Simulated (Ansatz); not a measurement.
Reaction (formal exchange of groups at a B–C bond): `CCB(N)N` + `C[CH2][AlH2]` → `N[B](N)[AlH2]` + `CCCC`

Calculated with Ansatz (gas phase, PBE0-D4/def2-TZVP geometries, no zero-point term in ΔE). CCSD(T)/CBS is the MP2 limit (def2-TZVPP, def2-QZVPP) plus CCSD(T) − MP2 in def2-TZVPP, frozen cores. Functionals use def2-TZVPP. HSE06 is defined as in plane-wave codes. Each species was taken in one conformer, which may not be the lowest.

```json
{"level": "r2SCANh-D4", "ΔE (kJ/mol)": "47.5", "difference from CCSD(T)/CBS": "1.8"}
{"level": "B2PLYP", "ΔE (kJ/mol)": "46.7", "difference from CCSD(T)/CBS": "1.0"}
{"level": "r2SCAN0", "ΔE (kJ/mol)": "47.7", "difference from CCSD(T)/CBS": "2.0"}
{"level": "HSE06", "ΔE (kJ/mol)": "41.0", "difference from CCSD(T)/CBS": "-4.7"}
{"level": "BHLYP", "ΔE (kJ/mol)": "47.3", "difference from CCSD(T)/CBS": "1.6"}
{"level": "HF/def2-SVP", "ΔE (kJ/mol)": "47.2", "difference from CCSD(T)/CBS": "1.5"}
{"level": "MP2/def2-SVP", "ΔE (kJ/mol)": "44.8", "difference from CCSD(T)/CBS": "-0.9"}
{"level": "SCS-MP2/def2-TZVPP", "ΔE (kJ/mol)": "47.1", "difference from CCSD(T)/CBS": "1.4"}
{"level": "MP2/def2-QZVPP", "ΔE (kJ/mol)": "51.1", "difference from CCSD(T)/CBS": "5.4"}
{"level": "MP2/CBS(def2)", "ΔE (kJ/mol)": "51.5", "difference from CCSD(T)/CBS": "5.8"}
{"level": "CCSD(T)/CBS", "ΔE (kJ/mol)": "45.7", "difference from CCSD(T)/CBS": "0"}
```

Largest T1 diagnostic among the species: 0.012.

Leaving LDA and LC-ωPBE aside and taking each functional with its dispersion term where it has one, the values, not all of them listed here, spread over 11.8 kJ/mol, from revPBE-D4 to ωB97M-V. From PBE to PBE0 (25 % exact exchange), in def2-TZVPP and without D4, ΔE moves by +3.1 kJ/mol.
